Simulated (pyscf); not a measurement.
This saddle point was located with ωB97X-D3(BJ)/def2-SVP in PySCF.

```xyz
10

C      0.5764    -1.2489     0.1834
Si     0.5402     0.4532     0.9693
H      1.1409    -1.9676     0.7966
H     -0.4498    -1.6289     0.0616
H      1.0428    -1.1959    -0.8149
H      1.8736     1.0456     1.2724
C     -0.6582     1.6479     0.2528
H     -0.7439     1.0644     1.6880
H     -0.5584     2.7298     0.3921
H     -1.5898     1.3061    -0.2121
```
Charge 0, spin multiplicity 2.

Surface: doublet, charge 0. Lowest wavenumbers (cm⁻¹): 1841i, 154, 174, 269, 528.

Problem. Which two sides does it connect, and which bonds change?

Solution. `[CH2][SiH2][CH3]` [doublet] ⇌ `[CH3][SiH][CH3]` [doublet], a hydrogen shift read from left to right: H–Si broken and C–H formed. At ωB97M-D3(BJ)/def2-TZVP it lies +160.8 kJ/mol from the left side and +200.7 kJ/mol from the right (each side as separated species at their lowest minima found). This is the saddle that the search found; another between the same sides may lie lower.
